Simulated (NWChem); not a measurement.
System: BaHSCl; SMILES [SH][Ba][Cl]

NWChem input:

```
start job
memory heap 200 mb stack 900 mb global 1100 mb
geometry units angstroms noautoz
  Ba    -0.413128    -0.008021    -0.006141
  Cl     0.928755    -2.408242     0.005965
  S      1.012905     2.505651    -0.008225
  H     -0.127820     3.238229    -0.011682
end
basis spherical
  * library def2-svpd
end
ecp
  Ba library def2-ecp
end
dft
  xc b3lyp
  iterations 150
end
tddft
  cis
  nroots 6
  notriplet
end
task tddft energy
```

Output (shortened):

```
             Northwest Computational Chemistry Package (NWChem) 7.3.0
             --------------------------------------------------------

 C1  symmetry detected

                             Geometry "geometry" -> ""
                             -------------------------

 Output coordinates in angstroms (scale by  1.889725989 to convert to a.u.)

  No.       Tag          Charge          X              Y              Z
 ---- ---------------- ---------- -------------- -------------- --------------
    1 Ba                  56.0000    -0.50986120    -0.03429719    -0.00003570
    2 Cl                  17.0000     0.85424964    -2.42198624     0.00002966
    3 S                   16.0000     0.89279148     2.49249659    -0.00008552
    4 H                    1.0000    -0.25468025     3.21446330     0.00286343

 Effective nuclear repulsion energy (a.u.)     393.4546006103

                                 NWChem DFT Module
                                 -----------------

 Summary of "ao basis" -> "ao basis" (spherical)
 ------------------------------------------------------------------------------
       Tag                 Description            Shells   Functions and Types
 ---------------- ------------------------------  ------  ---------------------
 Ba                        def2-svpd                10       26   4s4p2d
 Cl                        def2-svpd                11       27   5s4p2d
 S                         def2-svpd                11       27   5s4p2d
 H                         def2-svpd                 4        8   2s2p

            General Information
            -------------------
          SCF calculation type: DFT
          Wavefunction type:  closed shell.
          No. of atoms     :     4
          No. of electrons :    44
           Alpha electrons :    22
            Beta electrons :    22
          Charge           :     0
          Spin multiplicity:     1
          Use of symmetry is: off; symmetry adaption is: off
          Maximum number of iterations: 150
          AO basis - number of functions:    88
                     number of shells:    36
          Convergence on energy requested:  1.00D-06
          Convergence on density requested:  1.00D-05
          Convergence on gradient requested:  5.00D-04

              XC Information
              --------------
                         B3LYP Method XC Potential
                     Hartree-Fock (Exact) Exchange  0.200
                        Slater Exchange Functional  0.800 local
                    Becke 1988 Exchange Functional  0.720 non-local
              Lee-Yang-Parr Correlation Functional  0.810
                  VWN I RPA Correlation Functional  0.190 local

             Grid Information
             ----------------
          Grid used for XC integration:  medium
          Radial quadrature: Mura-Knowles
          Angular quadrature: Lebedev.
          Tag              B.-S. Rad. Rad. Pts. Rad. Cut. Ang. Pts.
          ---              ---------- --------- --------- ---------
          Ba                  2.15      123          14.0       590
          Cl                  1.00       88          15.0       590
          S                   1.00       88          15.0       590
          H                   0.35       45          15.0       434
          Grid pruning is: on
          Number of quadrature shells:   344
          Spatial weights used:  Erf1

      Superposition of Atomic Density Guess
      -------------------------------------

 Sum of atomic energies:        -884.66473578

      Non-variational initial energy
      ------------------------------

 Total energy =    -882.411030
 1-e energy   =   -1425.355933
 2-e energy   =     442.211278
 HOMO         =      -0.343174
 LUMO         =      -0.109107

   convergence    iter        energy       DeltaE   RMS-Dens  Diis-err
 ---------------- ----- ----------------- --------- --------- ---------
 d= 0,ls=0.0,diis     1   -884.3075605306 -9.85D+02  2.35D-02  4.53D-01
 d= 0,ls=0.0,diis     2   -884.2388707861  6.87D-02  1.51D-02  8.17D-01
 d= 0,ls=0.0,diis     3   -884.3838857861 -1.45D-01  1.55D-03  1.24D-02
 d= 0,ls=0.0,diis     4   -884.3861464862 -2.26D-03  3.98D-04  9.37D-04
 d= 0,ls=0.0,diis     5   -884.3863263275 -1.80D-04  8.39D-05  2.41D-05
  Resetting Diis
 d= 0,ls=0.0,diis     6   -884.3863311067 -4.78D-06  3.90D-05  1.93D-06
 d= 0,ls=0.0,diis     7   -884.3863315089 -4.02D-07  1.60D-05  3.27D-07
 d= 0,ls=0.0,diis     8   -884.3863314780  3.09D-08  9.39D-06  5.69D-07

         Total DFT energy =     -884.386331477952
      One electron energy =    -1430.684223125348
           Coulomb energy =      503.674677373303
    Exchange-Corr. energy =      -58.110410194795
 Nuclear repulsion energy =      100.733624468888

 Numeric. integr. density =       44.000010636107

                       DFT Final Molecular Orbital Analysis
                       ------------------------------------

 Vector   20  Occ=2.000000D+00  E=-2.760748D-01
              MO Center=  7.8D-01, -2.2D+00,  1.3D-05, r^2= 1.9D+00
   Bfn.  Coefficient  Atom+Function         Bfn.  Coefficient  Atom+Function
  ----- ------------  ---------------      ----- ------------  ---------------
    38      0.486096  2 Cl px                35      0.377727  2 Cl px
    39      0.317021  2 Cl py                36      0.243662  2 Cl py
    32      0.219697  2 Cl px                33      0.142008  2 Cl py
    41      0.122188  2 Cl px                21      0.105528  1 Ba d  2
    17     -0.079752  1 Ba d -2              42      0.076510  2 Cl py

 Vector   21  Occ=2.000000D+00  E=-2.313532D-01
              MO Center=  7.6D-01,  2.2D+00,  1.2D-05, r^2= 3.1D+00
   Bfn.  Coefficient  Atom+Function         Bfn.  Coefficient  Atom+Function
  ----- ------------  ---------------      ----- ------------  ---------------
    66      0.458869  3 S  py                63      0.337738  3 S  py
    65      0.329833  3 S  px                62      0.239966  3 S  px
     3     -0.198037  1 Ba s                 60      0.194262  3 S  py
     2      0.163132  1 Ba s                 17     -0.162180  1 Ba d -2
     6      0.150233  1 Ba py                59      0.138559  3 S  px

 Vector   22  Occ=2.000000D+00  E=-2.217525D-01
              MO Center=  7.7D-01,  2.4D+00, -3.2D-06, r^2= 2.1D+00
   Bfn.  Coefficient  Atom+Function         Bfn.  Coefficient  Atom+Function
  ----- ------------  ---------------      ----- ------------  ---------------
    67      0.563776  3 S  pz                64      0.421696  3 S  pz
    61      0.240683  3 S  pz                70      0.155051  3 S  pz
    18      0.125094  1 Ba d -1              20     -0.074590  1 Ba d  1
     7     -0.054897  1 Ba pz                40      0.033804  2 Cl pz
    77     -0.033710  3 S  d -1              79      0.030830  3 S  d  1

 Vector   23  Occ=0.000000D+00  E=-8.207881D-02
              MO Center= -1.5D+00,  7.0D-02,  4.1D-04, r^2= 7.1D+00
   Bfn.  Coefficient  Atom+Function         Bfn.  Coefficient  Atom+Function
  ----- ------------  ---------------      ----- ------------  ---------------
     3      0.969374  1 Ba s                  2     -0.482223  1 Ba s
     4      0.358994  1 Ba s                 21      0.247754  1 Ba d  2
    11     -0.222032  1 Ba px                19      0.196374  1 Ba d  0
    58     -0.178754  3 S  s                 31     -0.150120  2 Cl s
     5      0.110990  1 Ba px                 1      0.097409  1 Ba s

 Vector   24  Occ=0.000000D+00  E=-4.773119D-02
              MO Center= -9.7D-01,  6.7D-03, -5.5D-04, r^2= 5.6D+00
   Bfn.  Coefficient  Atom+Function         Bfn.  Coefficient  Atom+Function
  ----- ------------  ---------------      ----- ------------  ---------------
    19      0.683239  1 Ba d  0              21     -0.363052  1 Ba d  2
    24      0.261190  1 Ba d  0              26     -0.192854  1 Ba d  2
    31      0.179441  2 Cl s                 11      0.153105  1 Ba px
    42      0.143120  2 Cl py                 3     -0.092015  1 Ba s
     5     -0.089148  1 Ba px                82     -0.080608  4 H  s

[...]

                                NWChem TDDFT Module
                                -------------------

            General Information
            -------------------
           No. of orbitals :     176
            Alpha orbitals :      88
             Beta orbitals :      88
        Alpha frozen cores :       0
         Beta frozen cores :       0
     Alpha frozen virtuals :       0
      Beta frozen virtuals :       0
         Spin multiplicity :       1
    Number of AO functions :      88
        Use of symmetry is : off
      Symmetry adaption is : off
         Schwarz screening :  0.10D-07

              XC Information
              --------------
                  B3LYP Method XC Potential
              Hartree-Fock (Exact) Exchange   0.20
                 Slater Exchange Functional   0.80 local
             Becke 1988 Exchange Functional   0.72 non-local
       Lee-Yang-Parr Correlation Functional   0.81
           VWN I RPA Correlation Functional   0.19 local

             TDDFT Information
             -----------------
          Calculation type : Tamm-Dancoff TDDFT
         Wavefunction type : Restricted singlets
          No. of electrons :      44
           Alpha electrons :      22
            Beta electrons :      22
              No. of roots :       6
          Max subspacesize :    5200
            Max iterations :     100
               Target root :       1
           Target symmetry : none
      Symmetry restriction : off
                 Algorithm : Optimal
        Davidson threshold :  0.10D-03

    6 smallest eigenvalue differences (eV)
--------------------------------------------------------
  No. Spin  Occ  Vir  Irrep   E(Occ)    E(Vir)   E(Diff)
--------------------------------------------------------
    1    1   22   23 a        -0.222    -0.082     3.801
    2    1   21   23 a        -0.231    -0.082     4.062
    3    1   22   24 a        -0.222    -0.048     4.735
    4    1   22   25 a        -0.222    -0.047     4.763
    5    1   21   24 a        -0.231    -0.048     4.997
    6    1   21   25 a        -0.231    -0.047     5.024
--------------------------------------------------------

  Entering Davidson iterations
  Restricted singlet excited states

  Iter   NTrls   NConv    DeltaV     DeltaE      Time
  ----  ------  ------  ---------  ---------  ---------
    1      6       0     0.29E-01   0.10+100       14.3
    2     12       0     0.83E-02   0.16E-02        9.7
    3     18       0     0.28E-02   0.19E-03       10.6
    4     24       0     0.13E-02   0.19E-04       10.9
    5     30       2     0.25E-03   0.42E-05       14.0
    6     34       6     0.60E-04   0.12E-06       10.0
  ----  ------  ------  ---------  ---------  ---------
  Convergence criterion met

  Ground state a        -884.386331477952 a.u.

  ----------------------------------------------------------------------------
  Root   1 singlet a              0.110881194 a.u.                3.0172 eV
  ----------------------------------------------------------------------------
     Transition Moments    X -0.00050   Y  0.00059   Z -0.43029
     Dipole Oscillator Strength                    0.0136862315
     Electric Quadrupole                           0.0000000228
     Magnetic Dipole                               0.0000002847
     Total Oscillator Strength                     0.0136865390

     Occ.   22  a   ---  Virt.   23  a        0.99653
  ----------------------------------------------------------------------------
  Root   2 singlet a              0.120810021 a.u.                3.2874 eV
  ----------------------------------------------------------------------------
     Transition Moments    X -0.30651   Y -0.26312   Z  0.00034
     Dipole Oscillator Strength                    0.0131426485
     Electric Quadrupole                           0.0000000262
     Magnetic Dipole                               0.0000000028
     Total Oscillator Strength                     0.0131426775

     Occ.   21  a   ---  Virt.   23  a        0.99246
     Occ.   21  a   ---  Virt.   24  a        0.05712
     Occ.   21  a   ---  Virt.   26  a       -0.05953
     Occ.   21  a   ---  Virt.   29  a        0.05528
  ----------------------------------------------------------------------------
  Root   3 singlet a              0.143041269 a.u.                3.8924 eV
  ----------------------------------------------------------------------------
     Transition Moments    X -0.00014   Y  0.00044   Z -0.29654
     Dipole Oscillator Strength                    0.0083855024
     Electric Quadrupole                           0.0000000116
     Magnetic Dipole                               0.0000002658
     Total Oscillator Strength                     0.0083857798

     Occ.   21  a   ---  Virt.   25  a       -0.07379
     Occ.   22  a   ---  Virt.   24  a        0.99170
     Occ.   22  a   ---  Virt.   29  a       -0.06944
  ----------------------------------------------------------------------------
  Root   4 singlet a              0.144869163 a.u.                3.9421 eV
  ----------------------------------------------------------------------------
     Transition Moments    X  0.10138   Y -0.29814   Z -0.00037
     Dipole Oscillator Strength                    0.0095774302
     Electric Quadrupole                           0.0000000123
     Magnetic Dipole                               0.0000001548
     Total Oscillator Strength                     0.0095775973

     Occ.   21  a   ---  Virt.   24  a        0.15744
     Occ.   21  a   ---  Virt.   26  a       -0.06283
     Occ.   22  a   ---  Virt.   25  a        0.97688
     Occ.   22  a   ---  Virt.   27  a        0.11116
  ----------------------------------------------------------------------------
  Root   5 singlet a              0.150770506 a.u.                4.1027 eV
  ----------------------------------------------------------------------------
     Transition Moments    X  0.12901   Y  0.15267   Z -0.00005
     Dipole Oscillator Strength                    0.0040156833
     Electric Quadrupole                           0.0000000177
     Magnetic Dipole                               0.0000001790
     Total Oscillator Strength                     0.0040158800

     Occ.   21  a   ---  Virt.   23  a       -0.05185
     Occ.   21  a   ---  Virt.   24  a        0.97952
     Occ.   21  a   ---  Virt.   29  a       -0.06669
     Occ.   22  a   ---  Virt.   25  a       -0.14594
     Occ.   22  a   ---  Virt.   27  a       -0.08286
  ----------------------------------------------------------------------------
  Root   6 singlet a              0.151904127 a.u.                4.1335 eV
  ----------------------------------------------------------------------------
     Transition Moments    X  0.00070   Y  0.00110   Z  0.07537
     Dipole Oscillator Strength                    0.0005754342
     Electric Quadrupole                           0.0000000145
     Magnetic Dipole                               0.0000002150
     Total Oscillator Strength                     0.0005756638

     Occ.   21  a   ---  Virt.   25  a        0.98842
     Occ.   21  a   ---  Virt.   28  a       -0.08288
     Occ.   22  a   ---  Virt.   24  a        0.07295
     Occ.   22  a   ---  Virt.   26  a        0.08816

              Target root =      1
          Target symmetry = none
      Ground state energy =   -884.386331477952
        Excitation energy =      0.110881193979
     Excited state energy =   -884.275450283973

  stored tddft:energy   -884.27545028397265
```

Level: B3LYP/def2-SVPD with def2 effective core potentials on Ba, TDA. Coordinates come from a PBE0/def2-SVP optimisation. No frequency run checked for a minimum. B3LYP is NWChem's, with the RPA form of VWN correlation. def2 effective core potentials on Ba; no spin-orbit coupling.
